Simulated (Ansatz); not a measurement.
CH8Al2Ge, SMILES `[AlH2][CH2][AlH][GeH3]`. Total charge 0; spin multiplicity 1. Geometry: relaxed with PBE0-D4/def2-TZVP. It is one conformer, not always the lowest.

```xyz
12

Al    2.064   -0.823    1.245
C     1.290   -0.494   -0.501
Al   -0.019    0.924   -0.663
Ge   -2.430    0.462   -0.323
H     1.332   -1.799    2.262
H     3.408   -0.091    1.670
H     0.798   -1.426   -0.809
H     2.115   -0.256   -1.185
H     0.459    2.409   -0.974
H    -3.003    1.248    0.876
H    -2.732   -1.027   -0.056
H    -3.281    0.874   -1.542
```

(1) What is the dipole moment at B3LYP/def2-TZVPP? (Estimate.)

(2) And with PBE, r2SCAN, ωB97M-V? (Best estimate.)

(3) Give the Mulliken charges with B3LYP, PBE, ωB97M-V in def2-TZVPP. (An estimate is asked.)

Answers

(1) Ansatz gave: 1.44 D, with components (0.97, -0.55, -0.92) D in this frame, pointing from negative to positive charge.

(2) Computed: PBE 1.39 D, r2SCAN 1.45 D, ωB97M-V 1.47 D.

(3) The calculation gave: 
```json
{"atom": "Al1", "B3LYP": "0.42", "PBE": "0.34", "ωB97M-V": "0.40"}
{"atom": "C2", "B3LYP": "-0.45", "PBE": "-0.41", "ωB97M-V": "-0.57"}
{"atom": "Al3", "B3LYP": "0.40", "PBE": "0.35", "ωB97M-V": "0.43"}
{"atom": "Ge4", "B3LYP": "-0.10", "PBE": "-0.11", "ωB97M-V": "-0.21"}
{"atom": "H5", "B3LYP": "-0.14", "PBE": "-0.12", "ωB97M-V": "-0.11"}
{"atom": "H6", "B3LYP": "-0.14", "PBE": "-0.12", "ωB97M-V": "-0.11"}
{"atom": "H7", "B3LYP": "0.11", "PBE": "0.12", "ωB97M-V": "0.13"}
{"atom": "H8", "B3LYP": "0.11", "PBE": "0.11", "ωB97M-V": "0.13"}
{"atom": "H9", "B3LYP": "-0.14", "PBE": "-0.12", "ωB97M-V": "-0.11"}
{"atom": "H10", "B3LYP": "-0.02", "PBE": "-0.02", "ωB97M-V": "0.00"}
{"atom": "H11", "B3LYP": "-0.02", "PBE": "-0.01", "ωB97M-V": "0.01"}
{"atom": "H12", "B3LYP": "-0.02", "PBE": "-0.02", "ωB97M-V": "0.00"}
```

B3LYP here is the variant with VWN-RPA as its local correlation; programs differ in this.
